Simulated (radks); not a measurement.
Task: The table gives one normalised radial function P(r) = r R(r) of Te4+ in [Kr] 4d10 5s2 (r in bohr). Method: scalar-relativistic Kohn-Sham, PBE, spin-polarised, spherical densities, point nucleus; computed with a radial shooting solver on a logarithmic mesh with Libxc functionals.

| r | P |
|---|---|
| 0.002541 | 0.0537 |
| 0.003852 | 0.0731 |
| 0.005839 | 0.0954 |
| 0.008852 | 0.1161 |
| 0.01342 | 0.1245 |
| 0.02034 | 0.1026 |
| 0.03083 | 0.0301 |
| 0.04637 | -0.0892 |
| 0.07029 | -0.1949 |
| 0.1066 | -0.1446 |
| 0.1615 | 0.1191 |
| 0.2448 | 0.3006 |
| 0.3712 | -0.0120 |
| 0.5626 | -0.4465 |
| 0.8529 | -0.1171 |
| 1.293 | 0.6665 |
| 1.96 | 0.8171 |
| 2.947 | 0.3564 |
| 4.468 | 0.0478 |

Which n and l does it have? It may be an empty orbital.

Result: n = 5, l = 0: the number of nodes gives n - l - 1 = 4, the rise at small r (about r^(l+1), flatter next to the nucleus through relativity) gives l, and the extent must fit the shell. The curve is that of 5s. 5s: eigenvalue -53.239 eV, 4 radial nodes at r = 0.0346, 0.137, 0.368, 0.908 bohr, <r> = 1.87 bohr, 90 % of the charge inside 2.67 bohr.
